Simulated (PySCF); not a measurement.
B(CF3)(H)2 (CH₂BF₃), SMILES BC(F)(F)F.

Coordinates come from a B3LYP-D3(BJ)/def2-SVP optimisation.

Computed with B3LYP-D3(BJ)/def2-SVP (PySCF 2.14.0).

Frequencies are harmonic and unscaled.

| mode | ν (cm⁻¹) | IR (km/mol) | Raman (Å⁴/amu) | depolarisation | moving atoms (share of kinetic energy) |
|---|---|---|---|---|---|
| 1 | 143 | 0.0 | 4.8 | 0.75 | H 91 % |
| 2 | 227 | 2.6 | 1.0 | 0.67 | F 49 %, B 25 %, H 18 % |
| 3 | 322 | 0.2 | 1.2 | 0.75 | F 48 %, H 32 %, B 17 % |
| 4 | 507 | 3.5 | 1.1 | 0.75 | F 85 % |
| 5 | 523 | 3.1 | 0.7 | 0.75 | F 92 % |
| 6 | 577 | 35.3 | 2.4 | 0.55 | F 46 %, B 39 %, H 9 % |
| 7 | 811 | 6.1 | 5.6 | 0.01 | F 71 %, B 20 % |
| 8 | 834 | 36.4 | 2.5 | 0.75 | H 60 %, B 24 %, F 16 % |
| 9 | 1011 | 114.3 | 2.9 | 0.71 | H 63 %, B 29 % |
| 10 | 1110 | 181.8 | 3.6 | 0.63 | C 69 %, F 25 % |
| 11 | 1184 | 76.7 | 3.5 | 0.75 | H 76 %, C 12 % |
| 12 | 1199 | 231.0 | 1.0 | 0.75 | C 74 %, F 21 % |
| 13 | 1355 | 70.2 | 0.1 | 0.75 | C 66 %, B 15 %, F 11 %, H 8 % |
| 14 | 2625 | 30.9 | 134.3 | 0.08 | H 95 % |
| 15 | 2739 | 83.8 | 36.7 | 0.75 | H 88 %, B 12 % |
